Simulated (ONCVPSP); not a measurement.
An all-electron radial function and its pseudo partner (nitrogen)

Columns: radius, all-electron u(r) and pseudo u(r) of the 1s shell (level -381.53 eV) of nitrogen in the configuration 1s2 2s2 2p3; LDA (Perdew-Zunger), scalar-relativistic, ONCV scheme, ONCVPSP 4.0.1.

```csv
r (bohr),all-electron,pseudo
0.060,1.3797,1.0981
0.120,1.8306,1.7916
0.180,1.8370,1.9533
0.240,1.6493,1.7486
0.300,1.3953,1.4262
0.360,1.1383,1.1392
0.420,0.9064,0.9061
0.480,0.7096,0.7093
0.540,0.5486,0.5484
0.600,0.4199,0.4197
0.660,0.3192,0.3190
0.720,0.2411,0.2410
0.780,0.1812,0.1811
0.840,0.1356,0.1356
0.900,0.1012,0.1011
0.960,0.0753,0.0752
1.020,0.0558,0.0558
1.080,0.0414,0.0413
1.140,0.0306,0.0305
1.200,0.0226,0.0225
1.260,0.0166,0.0166
1.320,0.0122,0.0122
1.380,0.0090,0.0090
1.440,0.0066,0.0066
1.500,0.0049,0.0049
1.560,0.0036,0.0036
```

(1) How many radial nodes do the two functions have?

(2) At about which radius was the pseudo-wave matched?

(3) Is the pseudo-wave norm-conserving?

Results:

(1) The all-electron 1s function has n − l − 1 = 0; the pseudo-wave has 0.

(2) 0.40 bohr, where the columns begin to agree (steps of 0.06 bohr).

(3) Yes: the ONCV scheme keeps the norm inside the radius equal to the all-electron one, which fixes the energy derivative of the logarithmic derivative at the level.
